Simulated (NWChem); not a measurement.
# What each level costs for H$_{2}$INSi

```
N
H 1 1.0261
H 1 1.0262 2 112.27
Si 1 1.7319 2 127.52 3 180.00
I 4 2.5415 1 98.49 2 0.00
```
Charge 0, spin multiplicity 1.

The numbers come from NWChem runs, not from measurements. The geometry was optimised at PBE/def2-SVP with def2 effective core potentials on I, a minimum by its harmonic frequencies. It is one conformer; others weren't searched.

Basis set: def2-SVP (68 functions). Each entry is one whole single-point run; the coupled-cluster runs use the TCE module, and the SCF and DFT modules converge to different thresholds.

Effective core potentials replace the inner electrons of I; spin-orbit coupling is left out. The correlated methods keep 10 core orbitals frozen. B3LYP has NWChem's definition, with VWN1-RPA local correlation. The structure started from a generated list of species.

**Question.** Roughly how much processor time does each of these take, relative to RHF: MP2, B2PLYP, PBE, B3LYP, LDA (SVWN5), CR-CCSD(T)?

**Answer.** LDA (SVWN5) about the same, within a factor of 3; B3LYP about the same, within a factor of 3; PBE about the same, within a factor of 3; MP2 about the same, within a factor of 3; B2PLYP about 4; CR-CCSD(T) about 30 (rough ratios from shared machines).
